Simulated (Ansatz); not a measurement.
A relaxation, step by step

GeH$_{2}$F$_{4}$, closed shell, PBE0-D4/def2-TZVP (Ansatz 0.2.0). Settings:

```yaml
hamiltonian: {xc: pbe0, dispersion: d4}
relax: {f_tol: 0.005, max_steps: 200}
```

Start, a step off a saddle point along its unstable mode:

Ge1  (-0.273, 0.325, -0.163)
F2  (1.127, -0.719, 0.999)
F3  (-1.384, 0.499, -1.428)
F4  (-1.177, 0.683, 1.254)
F5  (0.884, 1.566, -0.437)
H6  (0.822, -1.166, 0.394)
H7  (0.000, -1.187, -0.618)
(Å)

```tsv
step	energy less the last (meV)	largest force component (eV/Å)
1	1986.1	9.565
3	567.5	1.771
5	251.6	0.696
7	155.5	0.342
9	128.9	0.229
11	125.0	0.028
13	122.9	0.082
15	119.9	0.537
17	89.9	0.148
19	50.5	0.302
21	27.9	0.352
23 (rejected trial)	32.4	0.852
25	12.8	0.059
27	8.1	0.086
29	3.2	0.130
31 (rejected trial)	1.4	0.133
33	0.1	0.016
35	0.0	0.005
37	0.0	0.007
39	0.0	0.002
```

Step 15, positions (Å) and forces (eV/Å):

```tsv
atom	x	y	z	Fx	Fy	Fz
Ge1	-0.631	0.441	-0.540	0.003	-0.008	-0.031
F2	1.477	-0.972	1.093	0.289	-0.537	0.312
F3	-1.799	1.128	-1.586	0.000	0.003	0.006
F4	-1.289	0.590	1.028	-0.001	0.000	0.020
F5	0.717	1.485	-0.622	-0.005	0.002	0.007
H6	1.850	-1.686	1.564	-0.285	0.534	-0.314
H7	-0.325	-0.987	-0.937	0.000	0.006	0.000
```

Step 17, positions (Å) and forces (eV/Å):

| atom | x | y | z | Fx | Fy | Fz |
| --- | --- | --- | --- | --- | --- | --- |
| Ge1 | -0.604 | 0.424 | -0.547 | -0.004 | 0.000 | 0.000 |
| F2 | 1.499 | -1.067 | 0.934 | 0.075 | -0.146 | 0.136 |
| F3 | -1.825 | 1.148 | -1.506 | 0.002 | 0.003 | 0.011 |
| F4 | -1.194 | 0.501 | 1.056 | 0.007 | -0.007 | 0.002 |
| F5 | 0.728 | 1.487 | -0.638 | -0.002 | 0.005 | 0.006 |
| H6 | 1.702 | -1.512 | 1.720 | -0.079 | 0.148 | -0.145 |
| H7 | -0.306 | -0.981 | -1.020 | 0.000 | -0.004 | -0.010 |

Step 29, positions (Å) and forces (eV/Å):

```tsv
atom	x	y	z	Fx	Fy	Fz
Ge1	-0.483	0.340	-0.578	0.019	-0.013	0.082
F2	1.550	-1.251	0.978	-0.112	0.076	0.115
F3	-1.871	1.166	-1.136	0.031	-0.026	0.013
F4	-0.737	0.158	1.120	0.013	0.007	-0.049
F5	0.811	1.440	-0.722	-0.014	0.011	-0.016
H6	0.997	-0.872	1.621	0.077	-0.063	-0.130
H7	-0.267	-0.980	-1.283	-0.014	0.009	-0.015
```

Last step (39):

```tsv
atom	x (Å)	y (Å)	z (Å)
Ge1	-0.4578	0.3569	-0.5816
F2	1.5257	-1.3162	1.0360
F3	-1.9006	1.1129	-1.0909
F4	-0.6436	0.1871	1.1268
F5	0.7814	1.5073	-0.7873
H6	0.9078	-0.8873	1.5786
H7	-0.2128	-0.9608	-1.2816
```

Hardware: 4 CPU threads of an Intel Xeon, shared host. Wall time about 2.8 min.
